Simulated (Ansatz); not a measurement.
Ligand exchange: C2H9ClSi2 + CH2F2 → C2H9FSi2 + CH2ClF

Species: C2H9ClSi2 `C[SiH](C)[SiH2]Cl`, singlet; CH2F2 `FCF`, singlet; C2H9FSi2 `C[SiH](C)[SiH2]F`, singlet; CH2ClF `FCCl`, singlet. The partners trade Cl for F: Si–Cl and C–F bonds give way to Si–F and C–Cl.

Shapes, held fixed at every level: PBE0-D4/def2-TZVP. Flexible molecules stand in one conformer, not always the lowest. Programs: Ansatz 0.2.0. Electronic energies: no zero-point or thermal term.

Question: Estimate ΔE of this reaction.

Answer: The highest level, CCSD(T)/CBS estimate, gives ΔE = -20.6 kJ/mol; the levels span -20.6 to -14.9. The column of differences is taken from that level and isn't an error. No measured value is set beside it here. The CBS estimate extrapolates MP2 from def2-TZVPP and def2-QZVPP and adds CCSD(T) − MP2 in the triple-zeta set, cores frozen.

| level | kind | ΔE (kJ/mol) | less CCSD(T)/CBS estimate |
| --- | --- | --- | --- |
| r2SCAN-D4/def2-TZVPP | meta-GGA | -15.3 | +5.3 |
| B3LYP-D4/def2-TZVPP | global hybrid | -17.6 | +3.0 |
| wB97M-V/def2-TZVPP | range-separated hybrid | -15.4 | +5.2 |
| wB97X-V/def2-TZVPP | range-separated hybrid | -14.9 | +5.7 |
| MP2/def2-TZVPP | perturbation theory | -18.4 | +2.2 |
| CCSD(T)/def2-TZVPP | coupled cluster or CI | -17.2 | +3.4 |
| CCSD(T)/CBS estimate | coupled cluster or CI | -20.6 | 0.0 |
